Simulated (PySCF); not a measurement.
A structure optimised at PBE0-D3(BJ)/def2-SVP, used in a PySCF frequency run:

```
In
F 1 1.9601
O 1 1.9902 2 107.32
C 3 1.3926 1 124.63 2 -178.18
H 4 1.1066 3 110.48 1 -127.70
H 4 1.1073 5 106.94 3 121.08
H 4 1.1105 5 106.56 6 113.75
C 1 2.1362 2 121.79 3 179.50
H 8 1.0973 1 110.28 2 -178.57
H 8 1.0983 9 110.09 1 -119.75
H 8 1.0984 9 110.05 10 -120.50
```

Question: Write its SMILES and formula.

Answer: C[O][In]([CH3])[F], C2H6FInO

Question: What are its rotational constants (standard atomic weights)?

Answer: 4.1195, 2.1957, 1.4589 GHz
